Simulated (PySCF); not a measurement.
## How methods differ on the ionisation energy of V⁺

V⁺ [Ar] 3d4 (5D) → V²⁺ [Ar] 3d3 (4F), as a difference of total energies. Computed with PySCF 2.14 in Sapporo-DKH3-DZP-2012, with the spin-free X2C one-electron Hamiltonian (Gaussian nucleus). Correlated levels: valence: [Ar] frozen. The calculations carry no spin-orbit coupling.

```tsv
method	ionisation energy (eV)
UHF	13.207
TPSS	14.947
MP2 (valence)	13.875
SCS-MP2 (valence)	13.429
```

Task: How much does correlation contribute at MP2 (valence)?

Result: 13.875 − (13.207) = 0.668 eV, measured against UHF.

The reference lies between the lowest fine-structure levels, while these numbers refer to the centres of the terms.

Errors of the correlated levels include the incompleteness of this basis and the frozen core.

For comparison: 14.634 ± 0.007 eV (measured; NIST Atomic Spectra Database, ionization energies).
